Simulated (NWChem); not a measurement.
C3H5ClSi; SMILES [SiH3]C(Cl)=C=C

```xyz
10

C     -0.3126    -2.6771     0.0000
C     -0.1140    -1.3845     0.0000
C      0.0351    -0.0828     0.0000
Si    -1.3874     1.1478     0.0000
Cl     1.6367     0.6387     0.0000
H     -0.3959    -3.2383    -0.9372
H     -0.3959    -3.2383     0.9372
H     -2.6750     0.3953     0.0000
H     -1.2914     2.0096    -1.2146
H     -1.2914     2.0096     1.2146
```
Atoms are numbered in this order, from 1.

Results from NWChem. Medium grid unless said otherwise, to which SCAN and Minnesota functionals are sensitive. Geometry: optimised at PBE0/def2-SVP. Total energies of different functionals are on different scales.

```tsv
level	energy (Ha)	highest occupied level (eV)	orbital gap (eV)	dipole (D)
PBE/def2-TZVP	-866.5206	[?]	[?]	[?]
B3LYP/def2-TZVP	-867.0586	-7.25	6.06	1.70
CAM-B3LYP/def2-TZVP	-866.9647	-8.76	8.95	1.76
r2SCAN/def2-TZVP	-866.8855	-6.53	4.73	1.74
TPSSh/def2-TZVP	-867.0645	-6.82	5.43	1.74
```

Problem. Complete the blanks.

Solution. 
- PBE/def2-TZVP, highest occupied level (eV): -6.30
- PBE/def2-TZVP, orbital gap (eV): 4.34
- PBE/def2-TZVP, dipole (D): 1.62
